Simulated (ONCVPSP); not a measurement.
P: ONCV pseudisation with PBE, fully relativistic reference atom.

* Element: P
* Generator: ONCVPSP 4.0.1
* Type: optimised norm-conserving Vanderbilt (ONCV)
* Functional: PBE
* Relativity: fully relativistic
* Frozen core: [Ne]
* Valence charge: 5
* Reference configuration: 3s2 3p2 (charge +1)
* Partial waves: 3s: rc 1.70 bohr, ncon 3, nbas 7, qcut 3.4 1/bohr, 2 projectors, debl 1.7 Ha; 3p: rc 1.65 bohr, ncon 4, nbas 7, qcut 6 1/bohr, 2 projectors, debl 3.9 Ha
* Local potential: polynomial inside 1.05 bohr (lpopt 5, dvloc0 0 Ha)
* Core correction: none

Open shells are filled in proportion to 2j + 1.

All-electron outer shells of the reference configuration (PBE, scalar-relativistic, ld1.x):

| shell | level (eV) | outermost node (bohr) | outermost maximum (bohr) |
| --- | --- | --- | --- |
| 2s | -184.63 | 0.14 | 0.42 |
| 2p | -135.15 | – | 0.36 |
| 3s | -23.29 | 0.65 | 1.56 |
| 3p | -14.22 | 0.64 | 1.76 |

(1) Estimate the cutoffs (Ha) at which the residual kinetic energy of the hardest occupied pseudo-wave falls to 1 and 0.1 mHa per electron.

(2) Does the potential have ghost states?

(3) Which valence shell sets the plane-wave cutoff?

(4) Tests: 3s2 3p3; 3s2 3p1; 3s2 3p0; 3s2 3p2.5. Which has the largest error in its energy relative to the reference configuration, and how large is it?

Answers

(1) 26 Ha and 56 Ha.

(2) No bound ghost flagged; GHOST(+) flagged for s at 107.0 eV.

(3) 3s: 26 Ha for 1 mHa per electron, against 8 Ha for 3p.

(4) 3s2 3p0, with +50 meV (all-electron minus pseudo) on +48.89 eV.
